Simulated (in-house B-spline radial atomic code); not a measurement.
Values are calculated unless marked as measured or tabulated.
Softness against transferability: the 3d channel of Mn

Mn, [Ar] 3d5 4s2, non-relativistic LDA (VWN5), spherical and spin-unpolarised, from a B-spline radial code for spherical atoms (atomic units). The all-electron 3d level is ε = -0.266541 hartree and its outer maximum at 0.75 bohr.

Troullier-Martins pseudo-orbitals are made for several radii. The cutoffs (hartree) are the plane-wave energies beyond which the orbital holds less than the named kinetic energy per electron. The phase error is the difference, pseudo minus all-electron, of arctan(R P'/P) at R = 3.47 bohr for all radii, half a hartree below and above the level.

```csv
r_c (bohr),V_l(0) (hartree),cutoff for 10 mEh,for 1 mEh,for 0.1 mEh,phase error at ε − 0.5 (mrad),at ε + 0.5 (mrad)
1.7,-16.00,33.6,40.9,63.6,+0.1,+34.8
1.97,-13.00,27.1,33,52.4,+0.3,+69.4
2.26,-10.68,21.8,26.8,42.3,+0.8,+122.6
2.56,-8.93,18,22,34.6,+1.8,+192.3
2.85,-7.64,15.2,18.5,29.2,+3.6,+268.4
3.17,-6.55,12.7,15.7,24.2,+7.7,+355.8
```

Question: Which radius needs the lowest cutoff for 0.1 mEh while both phase errors stay within 192.4 mrad?

Answer: The radii within that limit are 1.7, 1.97, 2.26, 2.56 bohr; of these r_c = 2.56 needs the least, 34.6 hartree, that is 69.2 Ry or 942 eV.

Question: What does the larger radius buy, and what does it cost?

Answer: From r_c = 1.7 to 3.17 bohr the cutoff for 1 mEh goes from 40.9 to 15.7 hartree, a factor of 2.61, against 3.48 for a pure 1/r_c² scaling, end to end; step by step it is 40.9, 33, 26.8, 22, 18.5, 15.7, and for 0.1 mEh 63.6, 52.4, 42.3, 34.6, 29.2, 24.2; the number of plane waves goes as the cutoff to the power 3/2, here a factor of 4.2. The larger of the two phase errors is least at r_c = 1.7 bohr, 34.8 mrad; it is 34.8 at the smallest radius and 355.8 at the largest. These errors test the reference atom alone. Large radii also let the cores of neighbours overlap, which an atom doesn't show.
